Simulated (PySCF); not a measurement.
SnCl₂, SMILES [Cl][Sn][Cl] (connectivity only; charge and spin as stated), neutral, multiplicity 1.

Coordinates come from a PBE0-D3(BJ)/def2-TZVP optimisation. The isomer is the one that the SMILES or the coordinates give; other isomers of the formula were not compared. The def2 effective core potentials stand for the cores of Sn; spin–orbit coupling is left out.

Level of theory: TDDFT-LC-ωPBE/def2-SVPD run with PySCF 2.14.0.

Vertical excitations. The molecule is in vacuum. State labels are in the subgroup C2v.

```csv
state,symmetry,energy (eV),λ (nm),f,main pairs
S1,B1,4.03,307,0.042,HOMO→LUMO 99 %
S2,A2,5.16,240,0.000,HOMO−1→LUMO 98 %
S3,B2,5.71,217,0.007,HOMO−2→LUMO 89 %
S4,B1,6.05,205,0.009,HOMO−4→LUMO 97 %
S5,A1,6.17,201,0.008,"HOMO−3→LUMO 75 %, HOMO→LUMO+2 19 %"
S6,A2,6.62,187,0.000,HOMO−5→LUMO 97 %
S7,B2,6.71,185,0.247,"HOMO→LUMO+1 76 %, HOMO−1→LUMO+2 12 %"
S8,A1,6.79,183,0.356,"HOMO→LUMO+2 71 %, HOMO−3→LUMO 19 %"
S9,A1,7.46,166,0.004,HOMO−1→LUMO+1 84 %
S10,A2,7.59,163,0.000,"HOMO−2→LUMO+2 67 %, HOMO−2→LUMO+3 15 %, HOMO−3→LUMO+1 10 %"
T1,B1,2.76,449,0,HOMO→LUMO 94 %
T2,A2,5.05,245,0,HOMO−1→LUMO 97 %
T3,B2,5.16,240,0,"HOMO→LUMO+1 67 %, HOMO−2→LUMO 24 %"
T4,B2,5.19,239,0,"HOMO−2→LUMO 72 %, HOMO→LUMO+1 23 %"
```
Triplets are in the Tamm–Dancoff approximation, which puts them higher than full response would, so one can lie above its singlet here.
